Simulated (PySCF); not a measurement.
Te(I)2, I2Te, SMILES I[Te]I at its PBE0/def2-SVP optimised geometry (Å):

```
3

Te    -1.0701    -1.3233     0.0000
I      1.6358    -1.3233     0.0000
I     -1.6358     1.3233     0.0000
```

Computed with PySCF with PBE0/def2-TZVP, def2 effective core potentials past Kr. The core electrons that the potentials of I, Te replace are not part of the density. Cells within 0.4 Å of a nucleus heavier than hydrogen are left out (blank, or x).

Map of the log10 of the electron density (e/bohr³), floored at −4 on the plane z = 0.0 Å:

```
|000000000000000000000000000|
|000001111111000000000000000|
|000112222222110000000000000|
|001223333333221000000000000|
|012334445444322100000000000|
|123345556554432100000000000|
|123456667665443210000000000|
|234456789866543210000000000|
|2345678xx976543211000000000|
|2345679xx976543221111100000|
|234566899876543222222211000|
|233456677765543333333322100|
|123455666665544444444432110|
|123345566665544455555443210|
|012344556666555556666544321|
|012334566776655667777654321|
|001234568998666678998654321|
|001235679xx9766679xx9765321|
|001235679xx9766679xx8754321|
|001234567897665668987654321|
|001234566776555566776654321|
|001223455555544556665543210|
|000123344444444445555433210|
|000012233333333334444332100|
|000001122222222233333221000|
|000000011111111122222110000|
|000000000000000011111000000|
```
Scale: ten equal steps from -4.00 (start of '0') to 0.544 (end of '9'), in the order '0123456789'; x runs from -4.00 to 4.00, y from -4.00 (bottom) to 4.00 (top).
